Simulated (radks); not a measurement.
Problem. Excited configurations of Pt2+: one electron is placed in a higher orbital outside [Xe] 4f14 5d7. The ground configuration is [Xe] 4f14 5d8. Method: scalar-relativistic Kohn-Sham, SCAN, spin-polarised, spherical densities, finite nucleus; open shells are filled with parallel spins first (spin-orbit coupling, left out, can overturn this in heavy ions); meta-GGA in the generalised Kohn-Sham scheme; Fermi nuclear charge, rms radius 5.427 fm; computed with a radial shooting solver on a logarithmic mesh with Libxc functionals. Excitation = E - E(ground); binding = E(ion) - E, where the ion is the core of charge +3; n* = 3/sqrt(2 binding) in atomic units, and the quantum defect is n - n*.

outer orbital  excitation (eV)  binding (eV)     n*  quantum defect  eigenvalue (eV)  <r> (bohr)
6s                       2.455        28.644  2.068           3.932          -24.540       2.423
6p                      11.320        19.778  2.488           3.512          -16.714       2.986
6d                      19.810        11.289  3.293           2.707           -9.299       4.603
6f                      25.657         5.441  4.744           1.256           -4.473       9.231
7d                      24.441         6.657  4.289           2.711           -5.648       8.450

Estimate the row for 7p.

Solution. excitation (eV) 21.220; binding (eV) 9.879; n* 3.521; quantum defect 3.479; eigenvalue (eV) -8.504; <r> (bohr) 6.117. The Delta-SCF ionisation energy is 31.099 eV (NIST Atomic Spectra Database: 29 eV, theoretical). Self-interaction in the functional shifts the binding energies and quantum defects, so they are the method's values and not measured ones. Open shells are spherical and high-spin; term and fine-structure splittings are not resolved. Spin-orbit splitting is averaged out at the scalar-relativistic level.
